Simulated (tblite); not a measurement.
Run record: tight-binding relaxation, `[B@H-](C(=C)CCC#N)(P)[NH3+]`.

Computed with GFN2-xTB geometry optimisation, gas phase (tblite 0.8.0). Start geometry: from a force field or distance geometry. A driver script takes a list of jobs; this job's settings line and coordinates (Å) are shown.

Command:
```bash
OMP_NUM_THREADS=1 python probes_run.py task.json out
```

Input:
```
{"job": {"kind": "relax", "xc": "GFN2-xTB", "basis": "xTB"}, "charge": 0, "multiplicity": 1}
C     -0.399300     0.893000    -1.380200
C     -0.047800     0.413600    -0.183500
C      1.382500     0.582100     0.221700
C      2.128800    -0.669500     0.470400
C      3.501200    -0.255200     0.857000
N      4.577100     0.091500     1.141600
B     -1.117100    -0.299200     0.723100
N     -1.772400    -1.382600    -0.135900
P     -2.538000     1.003100     1.022600
H     -1.439300     0.796100    -1.720400
H      0.348600     1.378900    -1.980200
H      1.921200     1.130900    -0.595400
H      1.484900     1.235700     1.119500
H      1.759400    -1.271900     1.329900
H      2.256800    -1.310600    -0.412200
H     -0.710000    -0.697300     1.765600
H     -2.461000    -1.918200     0.441700
H     -2.335800    -0.923700    -0.903200
H     -1.063400    -1.967800    -0.598500
H     -1.968000     2.338500     0.825400
H     -3.517300     0.849600    -0.068200
```

Output:
```
step      E/eV     max force
  0    -715.65683    2.828
  1    -715.89159    7.337
  2    -716.02477    4.921
  3    -716.25711    1.297
  4    -716.36072    0.769
  5    -716.45426    1.303
  6    -716.49130    0.438
  7    -716.50371    0.403
  8    -716.51448    0.315
  9    -716.52123    0.275
... (139 lines left out)
149    -716.72863    0.030
150    -716.72886    0.039
151    -716.72911    0.037
152    -716.72933    0.028
153    -716.72948    0.020
154    -716.72959    0.022
155    -716.72967    0.020
156    -716.72971    0.022
157    -716.72975    0.011
158    -716.72977    0.009
```

«max force» is the largest atomic force in eV/Å.

Task: From which step on does the largest force stay under 0.1 eV/Å, and how much energy is left to gain from there?

Result: From step 118 (0.074 eV/Å), 8.6 meV above the end.

In short: energy lowered by 24.7 kcal/mol over 158 steps; largest atomic force 0.009 eV/Å at the end.

Task: Where do the atoms end?

Result: 0.781 Å rms from the input after alignment:
```
atom  x, y, z in Å
C1    -0.1882    0.1913   -1.7643
C2    -0.0748    0.1648   -0.4392
C3     1.1681    0.7661    0.1752
C4     2.2074   -0.3384    0.4370
C5     3.3899    0.1985    1.0537
N6     4.3266    0.6415    1.5383
B7    -1.1451   -0.4350    0.5800
N8    -2.2342   -1.3281   -0.2497
P9    -2.2701    0.9935    1.4007
H10   -1.0298   -0.2240   -2.2993
H11    0.5604    0.6457   -2.3972
H12    1.6070    1.5176   -0.4861
H13    0.9163    1.2460    1.1233
H14    1.7808   -1.0994    1.0955
H15    2.4906   -0.8129   -0.5073
H16   -0.6987   -1.1395    1.4286
H17   -2.9264   -1.6891    0.4012
H18   -2.6902   -0.7151   -0.9209
H19   -1.7747   -2.0907   -0.7398
H20   -1.2697    1.6002    2.1343
H21   -2.1540    1.9240    0.3764
```

Task: How long does this job take on an Arm Neoverse N1 with one thread, no GPU (shared host)?

Result: About 2.4 s.
Labels such as C1 count atoms from 1, the log's own numbers from 0.
